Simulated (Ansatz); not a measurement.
SiCl(vinyl)3 (C6H9ClSi). Total charge 0; singlet. Geometry PBE-D4/def2-SVP, basis def2-TZVP, Ansatz.

Cartesian coordinates in Å:
```
Si 0.011 -0.036 -0.032
Cl 0.461 -1.629 -1.324
C -1.089 -0.679 1.344
C -1.487 -1.959 1.484
H -1.431 0.061 2.095
H -1.176 -2.737 0.765
H -2.135 -2.283 2.316
C -0.877 1.294 -1.012
C -1.196 1.209 -2.318
H -1.157 2.214 -0.463
H -0.941 0.316 -2.915
H -1.721 2.024 -2.846
C 1.616 0.631 0.671
C 2.845 0.169 0.370
H 1.534 1.470 1.390
H 2.986 -0.666 -0.339
H 3.759 0.600 0.815
```

```tsv
run	HOMO (eV)	LUMO (eV)
A	-6.84	-1.64
B	-9.02	0.30
C	-7.25	-1.28
D	-6.84	-2.06
E	-7.72	-0.84
F	-6.64	-1.82
```

**Question.** The runs used CAM-B3LYP, LDA (SPW92), PBE, PBE0, r2SCAN, r2SCANh. Estimate which is which.

**Answer.** A r2SCAN (0 % exact exchange); B CAM-B3LYP (range-separated); C r2SCANh (10 % exact exchange); D LDA (SPW92) (0 % exact exchange); E PBE0 (25 % exact exchange); F PBE (0 % exact exchange). Exact exchange lowers occupied and raises empty levels; among semilocal functionals meta-GGAs tend to open the gap a little, and such runs are hard to tell apart. The gap grows from 4.78 eV (LDA (SPW92)) to 9.32 eV (CAM-B3LYP).
